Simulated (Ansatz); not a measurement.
`C[Se][AsH2]` + `N[SiH3]` → `[SiH3]N[AsH2]` + `C[SeH]` at 400 K and 1 bar (ligand exchange at the As–Se bond).

Program: Ansatz. Geometries: PBE0-D4/def2-TZVP. ΔE: electronic, gas phase. CBS: MP2 limit from def2 TZ/QZ plus the TZ coupled-cluster correction, frozen cores. This one scheme is used for every species. For As, Se outer-core shells are correlated without core-valence functions, which leaves a few kJ/mol of doubt a bond. Scalar relativity is left out up to krypton.

```tsv
species	CCSD(T)/CBS energy (Eh)	H − E (kJ/mol)	S (J/(mol·K))
`C[Se][AsH2]`	-4676.77761	168.0	364.9
`N[SiH3]`	-346.80422	153.0	285.3
`[SiH3]N[AsH2]`	-2582.40077	177.9	361.1
`C[SeH]`	-2441.15625	135.4	284.5
```

H − E and S are ideal-gas, rigid-rotor, harmonic terms from PBE0-D4/def2-TZVP, for one conformer and one mirror image of each species. 1 Eh = 2625.50 kJ/mol, R = 8.31446 J/(mol·K).

Q: By hand: ΔE, ΔH, ΔS and ΔG.

A: ΔE = (-2582.40077) + (-2441.15625) − (-4676.77761) − (-346.80422) = 0.02481 Eh = 65.1 kJ/mol. Δ(H − E) = 177.9 + 135.4 − 168.0 − 153.0 = -7.7, so ΔH = 57.4 kJ/mol. ΔS = 361.1 + 284.5 − 364.9 − 285.3 = -4.6 J/(mol·K). ΔG = 57.4 − 400 × (-4.6)/1000 = 59.2 kJ/mol.

Q: By hand: the equilibrium constant, and the temperature at which ΔG would vanish if ΔH and ΔS stayed fixed.

A: log₁₀ K = −ΔG/(RT ln 10) = -7.7. ΔH and −TΔS have one sign here, so there is no such temperature.

The number of gas molecules stays the same, so ΔS is small and ΔH decides. A doubt of 5 kJ/mol in ΔE shifts log₁₀ K by 0.7 here. Other conformers and mirror images would add mixing entropy, several J/(mol·K) or more a flexible species. These are equilibria of isolated gas molecules and say nothing of rates. Largest T1 diagnostic: 0.011 (customary marks: 0.02 for closed shells, 0.045 for open ones).

ΔS is within the doubt of such terms, so its sign, and with it that verdict, could turn.
